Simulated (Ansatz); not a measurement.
Calculated with Ansatz (gas phase, PBE0-D4/def2-TZVP geometries, no zero-point term in ΔE). CCSD(T)/CBS is the MP2 limit (def2-TZVPP, def2-QZVPP) plus CCSD(T) − MP2 in def2-TZVPP, frozen cores. Functionals use def2-TZVPP. B3LYP here is the variant with VWN-RPA as its local correlation; programs differ in this. Each species was taken in one conformer, which may not be the lowest.

Consider the ligand exchange at a B–N bond: `CNBN` + `OC[SiH2]F` → `NBOC[SiH2]F` + CH₃NH₂.

`CNBN`:

```xyz
11

C    -1.247   -1.112   -0.465
N    -0.145   -0.493    0.224
B     0.438    0.744   -0.106
N     1.520    1.299    0.610
H    -0.977   -2.085   -0.891
H    -2.114   -1.262    0.190
H    -1.561   -0.467   -1.286
H     0.208   -1.028    1.002
H    -0.007    1.355   -1.040
H     1.961    0.867    1.403
H     1.922    2.182    0.359
```

`OC[SiH2]F`:

Z-matrix (Å, degrees):
```
C
Si 1 1.876
O 1 1.422 2 111.4
H 1 1.095 2 109.6 3 -117.9
H 1 1.100 2 111.0 3 125.2
F 2 1.608 1 106.2 3 -54.9
H 2 1.486 1 112.2 3 -172.8
H 2 1.482 1 111.8 3 61.8
H 3 0.961 1 108.4 2 58.0
```

`NBOC[SiH2]F`:

```xyz
13

N    -1.517    1.838   -0.271
B    -0.362    1.704    0.508
O     0.389    0.560    0.543
C     0.027   -0.574   -0.228
Si    1.343   -1.867    0.123
F     0.996   -3.183   -0.727
H    -1.894    1.119   -0.864
H    -2.050    2.689   -0.278
H     0.015    2.614    1.188
H    -0.967   -0.947    0.051
H    -0.003   -0.336   -1.300
H     2.677   -1.382   -0.303
H     1.346   -2.233    1.559
```

CH₃NH₂:

Cartesian coordinates in Å:
```
C 0.293 0.449 -0.187
N -0.160 -0.826 0.340
H -0.504 1.153 -0.467
H 0.910 0.276 -1.072
H 0.928 0.942 0.553
H -0.742 -1.305 -0.335
H -0.726 -0.689 1.168
```

Problem. Is it downhill or uphill in electronic energy at CCSD(T)/CBS, and by how much? (An estimate is asked.)

Solution. Computed: Downhill: ΔE = -22.9 kJ/mol.

Problem. What do these levels give: ωB97X-V, ωB97M-V, PBE, B3LYP, MP2/def2-TZVPP, CCSD/def2-TZVPP? (Best estimate.)

Solution. Computed: ωB97X-V -21.2, ωB97M-V -20.6, PBE -13.5, B3LYP -19.5, MP2/def2-TZVPP -22.8, CCSD/def2-TZVPP -24.2 kJ/mol.

Largest T1 diagnostic among the species: 0.012.

In def2-TZVPP, CCSD(T) changes the Hartree–Fock value by +4.6 kJ/mol (the triples alone add +0.2 kJ/mol) and MP2 by +5.8 kJ/mol.
